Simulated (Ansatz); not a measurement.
Stepwise reaction of `C=C[SiH2]O` with hydrogen chloride, as a gas-phase model of exchange steps in deposition or etching. ΔE in kJ/mol; ΔG adds harmonic PBE0-D4 terms to CCSD(T)/CBS, at 1 bar.

Gas-phase electronic energies from Ansatz, PBE0-D4/def2-TZVP geometries. CBS: MP2 limit from def2 TZ/QZ plus the TZ coupled-cluster correction, frozen cores. This one scheme is used for every species. Functionals use def2-TZVPP. B3LYP here is the variant with VWN-RPA as its local correlation; programs differ in this. Each species was taken in one conformer, which may not be the lowest.

```
step                                         reaction  PBE-D4  B3LYP-D4  ωB97M-V  CCSD(T)/CBS  ΔG(500 K)
   1        `C=C[SiH2]O` + HCl → `C=C[SiH](O)Cl` + H₂   -96.7     -95.7    -97.8        -96.4      -88.8
   2  `C=C[SiH](O)Cl` + HCl → `C=C[Si](O)(Cl)Cl` + H₂   -90.8     -89.4    -90.7        -88.8      -83.9
```

(1) By hand: ΔE of the 2 steps together at CCSD(T)/CBS.

Answers

(1) (-96.4) + (-88.8) = -185.2 kJ/mol, or -92.6 kJ/mol a step.

In ΔE each step is higher than the one before. All are downhill at CCSD(T)/CBS. ΔG lies between -88.8 and -83.9 kJ/mol a step. PBE-D4 differs from CCSD(T)/CBS by -2.0 to -0.3 kJ/mol a step. Isolated molecules leave out the surface, adducts and barriers. Largest T1 diagnostic: 0.011.
